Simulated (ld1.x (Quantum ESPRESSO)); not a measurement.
Reading a pseudo-wave (Ag)

Columns: radius, all-electron u(r) and pseudo u(r) of the 5s shell (level -4.72 eV) of silver in the configuration [Ar] 3d10 4s2 4p6 4d10 5s1 5p0; LDA (PZ), scalar-relativistic, TM scheme, ld1.x (Quantum ESPRESSO) 7.5.

```
r (bohr)  all-electron  pseudo
   0.121       -0.0820  0.0116
   0.242        0.1613  0.0239
   0.363        0.1004  0.0376
   0.484       -0.0942  0.0535
   0.605       -0.2343  0.0725
   0.726       -0.2728  0.0956
   0.847       -0.2283  0.1238
   0.968       -0.1344  0.1579
   1.089       -0.0191  0.1984
   1.210        0.0991  0.2454
   1.331        0.2094  0.2978
   1.452        0.3068  0.3538
   1.573        0.3894  0.4105
   1.694        0.4571  0.4644
   1.815        0.5109  0.5124
   1.936        0.5522  0.5521
   2.057        0.5825  0.5823
   2.178        0.6033  0.6032
   2.299        0.6160  0.6160
   2.420        0.6219  0.6219
   2.541        0.6221  0.6221
   2.662        0.6176  0.6176
   2.783        0.6092  0.6092
   2.904        0.5977  0.5977
   3.025        0.5837  0.5837
   3.146        0.5678  0.5678
```

(1) How many radial nodes do the two functions have?

(2) At about which radius was the pseudo-wave matched?

(3) Where does each function peak?

(4) Is the pseudo-wave norm-conserving?

Results:

(1) The all-electron 5s function has n − l − 1 = 4 (the table is too coarse to show those close to the nucleus); the pseudo-wave has 0, since the states of the same l below it are removed with the core.

(2) 2.42 bohr. The columns agree to 0.0005 from 1.94 bohr on; several derivatives are matched, so the curves merge somewhat inside the radius.

(3) Outermost all-electron maximum near 2.54 bohr, pseudo maximum near 2.54 bohr (to the table’s step).

(4) Yes: the TM scheme keeps the norm inside the radius equal to the all-electron one, which fixes the energy derivative of the logarithmic derivative at the level.
